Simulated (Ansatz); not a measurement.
Relaxation of C2H5Al2FGeO (12 atoms, charge 0, multiplicity 1), to a largest force component of 0.02 eV/Å in at most 50 steps.

These are results of RHF/def2-SVP (Ansatz 0.2.0), not measurements.

```xyz
12
Properties=species:S:1:pos:R:3:forces:R:3
O -2.035 -3.546 0.835 2.28 1.74 0.11
Al -0.771 -2.340 0.296 -2.00 -2.13 1.19
Al -1.226 0.111 0.305 -1.14 3.44 -0.40
F -2.717 0.761 0.843 1.36 0.04 0.81
C 0.231 1.335 -0.260 -1.60 5.53 0.58
C 0.636 2.740 -0.457 -1.79 -5.65 0.81
Ge 1.957 1.516 -0.843 2.23 -1.31 -0.68
H -1.906 -3.589 1.792 -0.43 -0.39 -0.87
H -2.107 -0.877 -0.482 0.26 -1.69 -1.20
H 0.365 3.773 -0.391 -0.77 0.14 0.29
H 2.880 1.094 0.316 0.65 0.13 -0.71
H 2.003 0.968 -2.276 0.96 0.14 0.08
```

Task: Where does it end, and by what steps?

Result: The run converged. After 27 steps the energy has fallen by 3.361 eV; H9 moved furthest, 1.80 Å.

```json
{"step": "0", "energy less start (eV)": "0.0000", "largest force component (eV/Å)": "5.648", "accepted": "yes"}
{"step": "1", "energy less start (eV)": "-1.7822", "largest force component (eV/Å)": "1.950", "accepted": "yes"}
{"step": "2", "energy less start (eV)": "-2.3139", "largest force component (eV/Å)": "1.921", "accepted": "yes"}
{"step": "3", "energy less start (eV)": "-2.5799", "largest force component (eV/Å)": "1.551", "accepted": "yes"}
{"step": "4", "energy less start (eV)": "-2.8236", "largest force component (eV/Å)": "1.192", "accepted": "yes"}
{"step": "5", "energy less start (eV)": "-2.9707", "largest force component (eV/Å)": "1.181", "accepted": "yes"}
{"step": "6", "energy less start (eV)": "-3.0658", "largest force component (eV/Å)": "1.474", "accepted": "yes"}
{"step": "7", "energy less start (eV)": "-3.1538", "largest force component (eV/Å)": "0.915", "accepted": "yes"}
{"step": "8", "energy less start (eV)": "-3.2107", "largest force component (eV/Å)": "0.578", "accepted": "yes"}
{"step": "9", "energy less start (eV)": "-3.2382", "largest force component (eV/Å)": "0.698", "accepted": "yes"}
{"step": "10", "energy less start (eV)": "-3.2911", "largest force component (eV/Å)": "1.113", "accepted": "yes"}
{"step": "11", "energy less start (eV)": "-3.3141", "largest force component (eV/Å)": "0.259", "accepted": "yes"}
{"step": "12", "energy less start (eV)": "-3.3234", "largest force component (eV/Å)": "0.361", "accepted": "yes"}
{"step": "13", "energy less start (eV)": "-3.3271", "largest force component (eV/Å)": "0.786", "accepted": "yes"}
{"step": "14", "energy less start (eV)": "-3.3402", "largest force component (eV/Å)": "0.361", "accepted": "yes"}
{"step": "15", "energy less start (eV)": "-3.3468", "largest force component (eV/Å)": "0.272", "accepted": "yes"}
{"step": "16", "energy less start (eV)": "-3.3521", "largest force component (eV/Å)": "0.182", "accepted": "yes"}
{"step": "17", "energy less start (eV)": "-3.3525", "largest force component (eV/Å)": "0.385", "accepted": "yes"}
{"step": "18", "energy less start (eV)": "-3.3567", "largest force component (eV/Å)": "0.220", "accepted": "yes"}
{"step": "19", "energy less start (eV)": "-3.3579", "largest force component (eV/Å)": "0.071", "accepted": "yes"}
{"step": "20", "energy less start (eV)": "-3.3593", "largest force component (eV/Å)": "0.042", "accepted": "yes"}
{"step": "21", "energy less start (eV)": "-3.3600", "largest force component (eV/Å)": "0.049", "accepted": "yes"}
{"step": "22", "energy less start (eV)": "-3.3606", "largest force component (eV/Å)": "0.064", "accepted": "yes"}
{"step": "23", "energy less start (eV)": "-3.3608", "largest force component (eV/Å)": "0.033", "accepted": "yes"}
{"step": "24", "energy less start (eV)": "-3.3610", "largest force component (eV/Å)": "0.041", "accepted": "yes"}
{"step": "25", "energy less start (eV)": "-3.3612", "largest force component (eV/Å)": "0.026", "accepted": "yes"}
{"step": "26", "energy less start (eV)": "-3.3613", "largest force component (eV/Å)": "0.029", "accepted": "yes"}
{"step": "27", "energy less start (eV)": "-3.3614", "largest force component (eV/Å)": "0.015", "accepted": "yes"}
```

```xyz
12
Properties=species:S:1:pos:R:3
O -1.077 -3.264 1.705
Al -1.389 -1.903 0.823
Al -1.882 0.621 -0.606
F -3.050 1.203 0.436
C -0.058 1.289 -0.420
C 0.702 2.222 0.133
Ge 1.817 1.102 -0.903
H -0.897 -4.023 2.222
H -2.389 0.064 -1.990
H 0.522 3.070 0.784
H 2.680 0.035 -0.231
H 2.333 1.531 -2.272
```

Whether the end is a true minimum wasn't checked by a vibrational analysis.

Time of the run: 120 s on 2 threads of Arm Neoverse V1 (shared host), peak memory 0.47 GiB.
